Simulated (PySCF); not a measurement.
## Magnetisability: `C#C[Si@@H]1C[SiH2][C@H](F)C1`, C₅H₉FSi₂

Geometry (Å), atoms numbered from 1 in this order:
```xyz
17

C     3.0339   -0.8209   -1.9029
C     2.1819   -0.8018   -1.0547
Si    0.8817   -0.7485    0.2616
C    -0.8396   -1.2670   -0.3968
Si   -2.0277    0.1831   -0.0510
C    -0.9118    1.1865    1.1571
F    -1.2898    2.5297    1.1933
C     0.5471    1.0667    0.7385
H     3.7787   -0.8355   -2.6464
H     1.3144   -1.5666    1.4046
H    -1.1811   -2.1754    0.0946
H    -0.8050   -1.4985   -1.4588
H    -2.2968    0.9906   -1.2409
H    -3.2716   -0.2156    0.6115
H    -1.0335    0.8392    2.1912
H     1.2094    1.4393    1.5207
H     0.7030    1.7069   -0.1326
```

The calculation used PySCF, GIAO B3LYP/pcseg-1 magnetisability, rotational g tensor and spin-rotation constants, non-relativistic, gas phase. Geometry: GFN2-xTB.

Task: What are the magnetisability and the molar susceptibility?

Result: Isotropic -1495 × 10⁻³⁰ J/T², or -90.0 × 10⁻⁶ cm³/mol; principal values -1545, -1505, -1435 × 10⁻³⁰ J/T², anisotropy 96 × 10⁻³⁰ J/T² (root of half the summed squared differences of the principal values). The susceptibility is in cgs units.

Task: Split it along the inertial axes a, b, c into diamagnetic and paramagnetic parts about the centre of mass, with the quadrupole moment.

Result: 
| axis | χ (10⁻⁶ cm³/mol) | diamagnetic (10⁻⁶ cm³/mol) | paramagnetic (10⁻⁶ cm³/mol) | summed x² of all electrons (Å²) | quadrupole Θ (D Å) |
| --- | --- | --- | --- | --- | --- |
| a | -92.6 | -623.9 | 531.2 | 296.3 | -2.29 |
| b | -89.2 | -1441.1 | 1351.9 | 103.6 | -0.32 |
| c | -88.3 | -1696.7 | 1608.4 | 43.4 | +2.61 |

Anisotropies 2χaa − χbb − χcc = -7.8 and 2χbb − χaa − χcc = +2.5 × 10⁻⁶ cm³/mol. Θ is traceless in Buckingham's convention.

Task: And the rotational g tensor?

Result: 
| axis | rotational constant (GHz) | g | nuclear part | electronic part |
| --- | --- | --- | --- | --- |
| a | 2.4541 | -0.0213 | 0.5912 | -0.6125 |
| b | 0.8681 | -0.0094 | 0.5420 | -0.5514 |
| c | 0.7274 | -0.0088 | 0.5409 | -0.5497 |

Asymmetric top; isotopes 12C, 19F, 1H, 28Si; no vibrational averaging.
